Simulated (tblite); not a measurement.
C6H9NO (charge +1 and doublet state).
Numbering: `[O+:1]=[CH:2][C@@H:3]1[CH2:4][CH:5]=[N:6][CH2:7][CH2:8]1` (hydrogens: H9 on C2; H10 on C3; H11, H12 on C4; H13 on C5; H14, H15 on C7; H16, H17 on C8)

Cartesian coordinates in Å at the GFN2-xTB level; atoms count from 1:
```
atom  x, y, z in Å
O1    -2.961   -0.909    0.711
C2    -2.123   -0.637   -0.073
C3    -0.723   -0.126    0.348
C4    -0.479    1.252   -0.246
C5     1.004    1.569   -0.215
N6     1.870    0.729    0.051
C7     1.714   -0.619    0.358
C8     0.325   -1.122   -0.126
H9    -2.246   -0.724   -1.165
H10   -0.725   -0.073    1.442
H11   -0.774    1.314   -1.299
H12   -1.016    2.032    0.297
H13    1.287    2.586   -0.458
H14    1.852   -0.754    1.436
H15    2.495   -1.196   -0.150
H16    0.168   -2.115    0.295
H17    0.325   -1.194   -1.215
```

Computed with GFN2-xTB (tblite): harmonic, unscaled wavenumbers at the GFN2-xTB geometry, gas phase. Errors from tens to a few hundred cm⁻¹ against measured bands are possible. One conformer, not necessarily the lowest. Open shells enter through the occupations alone, without spin polarisation, and single modes of such species can be off by tens of per cent.

Harmonic wavenumbers (cm⁻¹): 34.8, 113.5, 188.8, 292.6, 342.0, 377.7, 399.7, 473.0, 534.5, 694.0, 772.0, 835.0, 888.4, 895.8, 923.5, 946.0, 957.6, 967.1, 1008.9, 1054.8, 1093.0, 1104.5, 1138.8, 1167.7, 1197.9, 1220.1, 1237.3, 1247.0, 1279.9, 1287.9, 1306.1, 1396.5, 1408.8, 1444.6, 1805.4, 1840.5, 2811.7, 2936.0, 2948.0, 2957.5, 2961.2, 2997.8, 3002.2, 3009.9, 3030.6.

A = 4564, B = 1420, C = 1164 MHz; mass 111.068 u (most abundant isotopes); point group C1, symmetry number 1; spin multiplicity 2.

Task: What is the zero-point energy?

Result: Half the sum of the wavenumbers: 30265 cm⁻¹ = 362.05 kJ/mol.

Task: Give the ideal-gas entropy at 298.15 K and 1 bar in the rigid-rotor, harmonic-oscillator model (classical rotation).

Result: Translation 167.60, rotation 117.76, vibration 80.00, spin (R ln 2) 5.76: S = 371.1 J/(mol K).

Task: And Cp and H(298.15 K) − H(0)?

Result: Cp = 128.32 J/(mol K), of which vibrations give 95.07 (their classical limit is 45 R = 374.2); H(298.15 K) − H(0) = 22.72 kJ/mol without the zero-point energy, 12.81 from vibrations.

Task: How do the functions run with temperature in this model?

Result: 
| T (K) | S (J/(mol K)) | Cp (J/(mol K)) | H − H(0) (kJ/mol) | G − H(0) (kJ/mol) | ln q(vib) |
| --- | --- | --- | --- | --- | --- |
| 50 | 242.0 | 45.9 | 1.97 | -10.13 | 0.50 |
| 100 | 277.8 | 59.2 | 4.58 | -23.19 | 1.25 |
| 373.15 | 403.2 | 158.5 | 33.49 | -116.97 | 5.79 |
| 500 | 456.1 | 203.4 | 56.54 | -171.49 | 8.17 |
| 750 | 551.3 | 265.4 | 115.76 | -297.68 | 13.03 |
| 1000 | 633.4 | 304.9 | 187.38 | -446.02 | 17.79 |

q(vib) and H(0) count from the zero-point level.

Task: What must be added to the electronic energy to get the Gibbs energy at 298.15 K and 1 bar?

Result: ZPE + [H(298.15 K) − H(0)] − T·S = 362.05 + 22.72 − 110.65 = 274.12 kJ/mol.

Task: Blend soft modes into free rotors: weight 1/[1 + (100 cm⁻¹/ν̃)⁴] for the oscillator and the rest for a rotor with moment μB/(μ + B), μ = h/(8π²ν), B = 10⁻⁴⁴ kg m². What vibrational entropy results?

Result: 72.57 J/(mol K) in place of 80.00, which changes −T·S at 298.15 K by +2.21 kJ/mol.

Task: Which modes carry the vibrational entropy at 298.15 K?

Result: 34.8 cm⁻¹: 23.16; 113.5 cm⁻¹: 13.42; 188.8 cm⁻¹: 9.37; 292.6 cm⁻¹: 6.10; 342.0 cm⁻¹: 5.03; 377.7 cm⁻¹: 4.39 J/(mol K); the other 39 give 18.52 together.

Hindered rotation and anharmonicity are outside this model. Other conformers, if any are populated, would add a mixing term that is left out. The structure is chiral; the term R ln 2 for an equal mix with its mirror image is left out.

Time: 0.54 s wall. Hardware: one thread, Arm Neoverse V1 (aarch64), no GPU, shared host with 32 logical CPUs at a one-minute load of 30. The figure is for the frequency step alone.
